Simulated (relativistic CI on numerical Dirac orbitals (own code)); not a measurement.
One change at a time: Fe6+

Base calculation: Dirac-Coulomb-Breit CI, orbitals from a KLI potential per configuration, a model potential for QED, unscaled Slater integrals.

Configurations in the expansion (outside the closed core [Ne]): 3s²3p⁶3d², 3s²3p⁵3d³, 3s²3p⁶3d4s, 3s²3p⁶3d4p, 3s3p⁶3d³, 3s²3p⁶3d4d, 3s²3p⁶3d5s, 3s²3p⁶3d4f, 3s²3p⁶3d5p, 3s²3p⁶3d5d, 3s²3p⁶4s², 3s²3p⁶3d5f, 3s²3p⁶3d5g, 3s²3p⁵3d²4s, 3p⁶3d⁴, 3p⁵3d⁵. Double excitations out of closed p, d and f shells are left out; levels of such configurations are missing from the list, as are those of other unlisted configurations, and high levels can miss mixing partners. These lack a partner that the ground configuration has and come out too high: 3s²3p⁵3d²4s.

Variants: (1) valence Slater integrals scaled by 0.9; (2) QED terms removed; (3) configuration mixing switched off. Shifts of the energy above 3s²3p⁶3d² ³F2, in cm⁻¹, for the lowest level and the first level of each name with at least 55 % of one term (blank where a level changes its place among those of its configuration and J or its character, or is not in the variant):

| Level | Base | Δ(1) | Δ(2) | Δ(3) | Measured |
| --- | --- | --- | --- | --- | --- |
| 3s²3p⁶3d² ³F2 | 0 | 0 | 0 | 0 | 0 |
| 3s²3p⁶3d² ³F3 | 1012 | +4 | -4 | 0 | 1052 |
| 3s²3p⁶3d² ³F4 | 2258 | +1 | -10 | +6 | 2332 |
| 3s²3p⁶3d² ¹D2 | 19708 | -1735 | -4 | +1314 | 17476 |
| 3s²3p⁶3d² ³P0 | 22345 | -1958 | -1 | +1972 | 20040 |
| 3s²3p⁶3d² ³P1 | 22713 | -1952 | -3 | +1971 | 20430 |
| 3s²3p⁶3d² ³P2 | 23525 | -1934 | -8 | +1934 | 21279 |
| 3s²3p⁶3d² ¹G4 | 31662 | -2970 | -6 | +464 | 28927 |
| 3s²3p⁶3d² ¹S0 | 76627 | -7471 | -6 | +1316 | 67078 |
| 3s²3p⁶3d4s ³D1 | 347969 | -1619 | -150 | -1606 | 344463 |
| 3s²3p⁶3d4s ³D2 | 348535 | -1631 | -151 | -1597 | 345029 |
| 3s²3p⁶3d4s ³D3 | 349717 | -1618 | -157 | -1605 | 346262 |
| 3s²3p⁶3d4s ¹D2 | 354370 | -2101 | -153 | -1193 | 350333 |
| 3s²3p⁵3d³ ⁵S°2 | 384620 | +7803 | -5 | -1105 |  |

At this charge configurations can still be misplaced by up to about 7 % of their energy. Terms inside the open d or f shell come out 10 to 20 % too wide with unscaled integrals. 37 of the 62 excited levels that our extract of the measured tables holds in this range could be paired (the sources list more); they are missed by 5872 cm⁻¹ on average and 133213 at most, and levels without a partner can miss by more.

Measured levels: Corliss and Sugar, J. Phys. Chem. Ref. Data 11, 135 (1982).

Ionisation energy from the two ground configurations alone: base 124.102 eV; valence Slater integrals scaled by 0.9 123.92 eV. The NIST ASD value (measured) is 124.967 eV.

LS names give the leading component of a level, which can be under half, so a name can repeat, a term be missing and a line seem to break the LS rules.
